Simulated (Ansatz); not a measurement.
Relaxation of H3MgNOSi (7 atoms, charge 0, multiplicity 1), to a largest force component of 0.015 eV/Å in at most 40 steps.

All numbers below come from RKS B3LYP/def2-SVP (Ansatz 0.2.0).

```xyz
7
Properties=species:S:1:pos:R:3:forces:R:3
O -1.164 1.541 1.229 -0.16 0.38 0.65
Si -0.018 0.400 0.991 -0.03 -0.36 -1.12
N 0.265 -0.352 -0.399 0.38 -0.07 0.80
Mg 1.071 -1.587 -1.615 -0.64 0.91 0.78
H -1.741 1.819 0.525 -0.37 0.11 -0.65
H 0.499 0.411 2.355 0.52 -0.36 0.34
H 1.088 -2.233 -3.086 0.30 -0.60 -0.79
```

**Question.** Where does it end, and by what steps?

**Answer.** The forces met the threshold. The force dipped under the threshold on the way, but the program's further checks kept it going. After 8 steps the energy has fallen by 0.297 eV; Mg4 moved furthest, 0.33 Å.

| step | energy less start (eV) | largest force component (eV/Å) | accepted |
| --- | --- | --- | --- |
| 0 | 0.0000 | 1.123 | yes |
| 1 | -0.1968 | 0.560 | yes |
| 2 | -0.2684 | 0.363 | yes |
| 3 | -0.2792 | 0.366 | yes |
| 4 | -0.2954 | 0.218 | yes |
| 5 | -0.2966 | 0.104 | yes |
| 6 | -0.2968 | 0.038 | yes |
| 7 | -0.2970 | 0.005 | yes |
| 8 | -0.2970 | 0.015 | yes |

```xyz
7
Properties=species:S:1:pos:R:3
O -1.198 1.600 1.258
Si -0.046 0.433 1.029
N 0.280 -0.374 -0.295
Mg 0.819 -1.431 -1.753
H -1.731 1.804 0.477
H 0.591 0.343 2.362
H 1.285 -2.374 -3.078
```

Run time: 27 s on 1 CPU thread of a shared host.
